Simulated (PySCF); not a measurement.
PySCF input for C3H5BF2, SMILES C=C(F)B(C)F, TDDFT-ωB97X/def2-SVPD. Geometry optimised at PBE0-D3(BJ)/def2-SVP. This is a generated structure with no PubChem entry under its InChIKey; it may be hypothetical. The values are those of a single conformer.

```python
import numpy as np
from pyscf import gto, scf, dft, tdscf

mol = gto.M(
    atom='''
    C     1.91313498    0.44731953    0.11288363
    C     0.69399304    0.21953125   -0.38462087
    F     0.47885439    0.36436506   -1.70419127
    B    -0.55504513   -0.21789665    0.45773733
    C    -1.96869365   -0.43811388   -0.15740925
    F    -0.35591063   -0.36501661    1.76752662
    H     2.74838055    0.74922817   -0.52454909
    H     2.07895067    0.32863117    1.18465131
    H    -2.60102606   -1.09959651    0.45163891
    H    -2.46999822    0.54692075   -0.20209074
    H    -1.91818140   -0.80225771   -1.19347638
    ''',
    basis='def2-SVPD',
    charge=0,
    spin=0,
    max_memory=1600,
    verbose=4,
)
mf = dft.RKS(mol, xc='wb97x').density_fit(auxbasis='def2-universal-jkfit')
mf.grids.level = 3
mf.conv_tol = 1e-9
mf.max_cycle = 100
mf.kernel()
mf.grids = dft.Grids(mol).set(level=1).build(with_non0tab=True)  # coarser grid for the response kernel
td = tdscf.TDDFT(mf)
td.singlet = True
td.nstates = 10
td.conv_tol = 1e-4
td.positive_eig_threshold = 1e-6
td.kernel(x0=td.get_init_guess(mf, 15))
td.analyze()
tt = tdscf.TDA(mf)
tt.singlet = False
tt.nstates = 4
tt.conv_tol = 1e-4
tt.positive_eig_threshold = 1e-6
tt.kernel(x0=tt.get_init_guess(mf, 9))
tt.analyze(verbose=3)
```

Program output:

```
PySCF version 2.14.0

[INPUT] verbose = 4
[INPUT] num. atoms = 11
[INPUT] num. electrons = 46
[INPUT] charge = 0
[INPUT] spin (= nelec alpha-beta = 2S) = 0
[INPUT] symmetry False subgroup None
[INPUT] Mole.unit = angstrom
[INPUT] Symbol           X                Y                Z      unit          X                Y                Z       unit  Magmom
[INPUT]  1 C      1.913134980000   0.447319530000   0.112883630000 AA    3.615301151525   0.845311401869   0.213319144647 Bohr   0.0
[INPUT]  2 C      0.693993040000   0.219531250000  -0.384620870000 AA    1.311456777954   0.414853938283  -0.726828106092 Bohr   0.0
[INPUT]  3 F      0.478854390000   0.364365060000  -1.704191270000 AA    0.904903650646   0.688550172761  -3.220454764175 Bohr   0.0
[INPUT]  4 B     -0.555045130000  -0.217896650000   0.457737330000 AA   -1.048883282474  -0.411764991960   0.864998190690 Bohr   0.0
[INPUT]  5 C     -1.968693650000  -0.438113880000  -0.157409250000 AA   -3.720291821670  -0.827915244571  -0.297460371973 Bohr   0.0
[INPUT]  6 F     -0.355910630000  -0.365016610000   1.767526620000 AA   -0.672573615521  -0.689781423817   3.340141229678 Bohr   0.0
[INPUT]  7 H      2.748380550000   0.749228170000  -0.524549090000 AA    5.193686525581   1.415836046109  -0.991254118990 Bohr   0.0
[INPUT]  8 H      2.078950670000   0.328631170000   1.184651310000 AA    3.928647392781   0.621022907295   2.238666529007 Bohr   0.0
[INPUT]  9 H     -2.601026060000  -1.099596510000   0.451638910000 AA   -4.915226896257  -2.077936251428   0.853473847097 Bohr   0.0
[INPUT] 10 H     -2.469998220000   0.546920750000  -0.202090740000 AA   -4.667620163963   1.033530429342  -0.381896150911 Bohr   0.0
[INPUT] 11 H     -1.918181400000  -0.802257710000  -1.193476380000 AA   -3.624837503235  -1.516047353221  -2.255343494337 Bohr   0.0

nuclear repulsion = 213.992530939608
number of shells = 70
number of NR pGTOs = 236
number of NR cGTOs = 166
basis = def2-SVPD
ecp = {}


[settings echo left out]
init E= -342.22151584032
  HOMO = -0.296919413053834  LUMO = -0.0636922045517068  gap/eV = 6.34644
cycle= 1 E= -341.513333814451  delta_E= 0.708  |g|= 0.619  |ddm|= 4.49
  HOMO = -0.381346942383042  LUMO = 0.000658031889475552  gap/eV = 10.39488
cycle= 2 E= -341.523828187826  delta_E= -0.0105  |g|= 0.657  |ddm|= 1.21
  HOMO = -0.382335103086038  LUMO = 0.0181554435843925  gap/eV = 10.89790
cycle= 3 E= -341.590529889747  delta_E= -0.0667  |g|= 0.0499  |ddm|= 0.512
  HOMO = -0.381228671420616  LUMO = 0.0218357958084674  gap/eV = 10.96794
cycle= 4 E= -341.591140716792  delta_E= -0.000611  |g|= 0.0176  |ddm|= 0.105
  HOMO = -0.381135864313115  LUMO = 0.0221802093845032  gap/eV = 10.97479
cycle= 5 E= -341.591224269275  delta_E= -8.36e-05  |g|= 0.00611  |ddm|= 0.0383
  HOMO = -0.381037409837163  LUMO = 0.0222515882159717  gap/eV = 10.97405
cycle= 6 E= -341.591233579671  delta_E= -9.31e-06  |g|= 0.0013  |ddm|= 0.0105
  HOMO = -0.381024841943158  LUMO = 0.0222517641156994  gap/eV = 10.97372
cycle= 7 E= -341.591234107833  delta_E= -5.28e-07  |g|= 0.000571  |ddm|= 0.00325
  HOMO = -0.381032839016788  LUMO = 0.0222754723593708  gap/eV = 10.97458
cycle= 8 E= -341.591234208496  delta_E= -1.01e-07  |g|= 7.32e-05  |ddm|= 0.00139
  HOMO = -0.381026904493567  LUMO = 0.0222764428083337  gap/eV = 10.97444
cycle= 9 E= -341.591234211465  delta_E= -2.97e-09  |g|= 2.46e-05  |ddm|= 0.000259
  HOMO = -0.381029545820075  LUMO = 0.0222788107612697  gap/eV = 10.97458
cycle= 10 E= -341.591234211733  delta_E= -2.69e-10  |g|= 7.55e-06  |ddm|= 7.03e-05
  HOMO = -0.381028264038312  LUMO = 0.022279496171719  gap/eV = 10.97456
Extra cycle  E= -341.591234211749  delta_E= -1.64e-11  |g|= 6.4e-06  |ddm|= 2.03e-05
converged SCF energy = -341.591234211749
tot grids = 43680
Overwritten attributes  positive_eig_threshold  of <class 'pyscf.tdscf.rks.TDDFT'>


******** <class 'pyscf.tdscf.rks.TDDFT'> for <class 'pyscf.df.df_jk.DFRKS'> ********
nstates = 10 singlet
deg_eia_thresh = 1.000e-03
wfnsym = None
conv_tol = 0.0001
eigh lindep = 1e-12
eigh level_shift = 0
eigh max_cycle = 100


Excitation energies (eV)
[6.12106669 6.16723898 7.96160112 8.30005779 8.61886636 8.82991756
 9.20238688 9.23469602 9.36840268 9.46181676]

** Singlet excitation energies and oscillator strengths **
Excited State   1:      6.12107 eV    202.55 nm  f=0.0014
      22 -> 24       -0.69261
Excited State   2:      6.16724 eV    201.04 nm  f=0.3159
      23 -> 24       -0.70330
Excited State   3:      7.96160 eV    155.73 nm  f=0.0539
      23 -> 25       -0.59738
      23 -> 26       -0.22663
      23 -> 27       -0.19013
      23 -> 28       -0.12635
Excited State   4:      8.30006 eV    149.38 nm  f=0.0083
      19 -> 24        0.21470
      20 -> 24       -0.29966
      21 -> 24        0.53213
      22 -> 28        0.12452
      22 -> 29       -0.17362
Excited State   5:      8.61887 eV    143.85 nm  f=0.0005
      18 -> 24        0.36615
      19 -> 24        0.17447
      20 -> 24       -0.45702
      21 -> 24       -0.30089
Excited State   6:      8.82992 eV    140.41 nm  f=0.0046
      23 -> 26       -0.41919
      23 -> 27        0.26470
      23 -> 28        0.19126
      23 -> 29        0.20238
      23 -> 30        0.21216
      23 -> 31       -0.23461
      23 -> 32        0.13359
      23 -> 40       -0.11798
Excited State   7:      9.20239 eV    134.73 nm  f=0.0433
      22 -> 25       -0.57418
      23 -> 25        0.12140
      23 -> 26       -0.18456
      23 -> 27       -0.17383
      23 -> 28        0.15383
      23 -> 29       -0.14673
Excited State   8:      9.23470 eV    134.26 nm  f=0.0041
      22 -> 25        0.32701
      23 -> 25        0.24423
      23 -> 26       -0.36139
      23 -> 27       -0.33491
      23 -> 28        0.14468
      23 -> 31        0.11223
Excited State   9:      9.36840 eV    132.34 nm  f=0.0042
      18 -> 24       -0.51540
      20 -> 24       -0.29948
      21 -> 24       -0.22969
      21 -> 29        0.11122
      22 -> 29       -0.14385
Excited State  10:      9.46182 eV    131.04 nm  f=0.0401
      19 -> 24       -0.11143
      22 -> 25        0.12060
      23 -> 26        0.10347
      23 -> 27        0.11053
      23 -> 28        0.32395
      23 -> 29       -0.49628
      23 -> 30        0.22055

** Transition electric dipole moments (AU) **
state          X           Y           Z        Dip. S.      Osc.
  1        -0.0803      0.0550     -0.0050      0.0095      0.0014
  2        -1.4010     -0.3207     -0.1577      2.0906      0.3159
  3         0.1480     -0.5008     -0.0618      0.2766      0.0539
  4         0.0897     -0.1799     -0.0238      0.0410      0.0083
  5        -0.0092      0.0267      0.0424      0.0026      0.0005
  6         0.0453     -0.1382     -0.0185      0.0215      0.0046
  7        -0.3786     -0.0498     -0.2147      0.1919      0.0433
  8         0.0984     -0.0638     -0.0651      0.0180      0.0041
  9         0.0861     -0.0497      0.0928      0.0185      0.0042
 10        -0.1142      0.0203     -0.3995      0.1730      0.0401

** Transition velocity dipole moments (imaginary part, AU) **
state          X           Y           Z        Dip. S.      Osc.
  1        -0.0177      0.0106     -0.0012      0.0004      0.0013
  2        -0.3155     -0.0725     -0.0355      0.1060      0.3119
  3         0.0475     -0.1641     -0.0210      0.0296      0.0675
  4         0.0285     -0.0595     -0.0079      0.0044      0.0096
  5        -0.0028      0.0085      0.0130      0.0002      0.0005
  6         0.0189     -0.0616     -0.0087      0.0042      0.0087
  7        -0.1306     -0.0146     -0.0736      0.0227      0.0447
  8         0.0342     -0.0185     -0.0199      0.0019      0.0038
  9         0.0299     -0.0194      0.0300      0.0022      0.0042
 10        -0.0401      0.0047     -0.1359      0.0201      0.0386

** Transition magnetic dipole moments (imaginary part, AU) **
state          X           Y           Z
  1        -0.0707     -0.0796      0.2989
  2         0.0332     -0.1104     -0.0013
  3        -0.3159     -0.2085      0.9254
  4         0.1800      0.2408     -1.3813
  5         0.6994      0.1049      0.1502
  6         0.4434      0.0980      0.2147
  7        -0.1878      0.2068      0.1308
  8        -0.3222     -0.4238     -0.1931
  9        -0.5073     -0.0743     -0.7229
 10         0.3033     -0.5743     -0.0260
Overwritten attributes  positive_eig_threshold  of <class 'pyscf.tdscf.rks.TDA'>


******** <class 'pyscf.tdscf.rks.TDA'> for <class 'pyscf.df.df_jk.DFRKS'> ********
nstates = 4 triplet
deg_eia_thresh = 1.000e-03
wfnsym = None
conv_tol = 0.0001
eigh lindep = 1e-12
eigh level_shift = 0
eigh max_cycle = 100


Excitation energies (eV)
[3.72537203 5.64182892 7.64442498 7.94327826]

** Triplet excitation energies and oscillator strengths **
Excited State   1:      3.72537 eV    332.81 nm  f=0.0000
Excited State   2:      5.64183 eV    219.76 nm  f=0.0000
Excited State   3:      7.64442 eV    162.19 nm  f=0.0000
Excited State   4:      7.94328 eV    156.09 nm  f=0.0000
```

The calculation finished and met its thresholds.
